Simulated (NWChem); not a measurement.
HOSi

```xyz
3

O      0.4952     0.9285     0.0000
Si    -0.3176    -0.4064     0.0000
H      0.4846    -1.7383     0.0000
```
Charge 0, spin multiplicity 2.

Program: NWChem. The geometry was optimised at UPBE/def2-SVP, a minimum by its harmonic frequencies.

The structure started from a generated list of species. The unpaired electrons of the parent sit in orbitals of symmetry a' (Cs labels of the run); other states weren't searched. The stability of the SCF solutions was not checked.

Worked example. At PBE/def2-TZVP the molecule has a total energy of -365.08817 Ha and the free atoms (multiplicities O 3, Si 3, H 2) O -75.00967, Si -289.22285, H -0.49962 Ha. The electronic atomisation energy is the atoms' sum less the molecule's energy.

1·(-75.00967) + 1·(-289.22285) + 1·(-0.49962) = -364.73214 Ha for the atoms; less the molecule's energy this leaves 0.35603 Ha, or 223.4 kcal/mol (935 kJ/mol), without zero-point, thermal or spin-orbit terms.
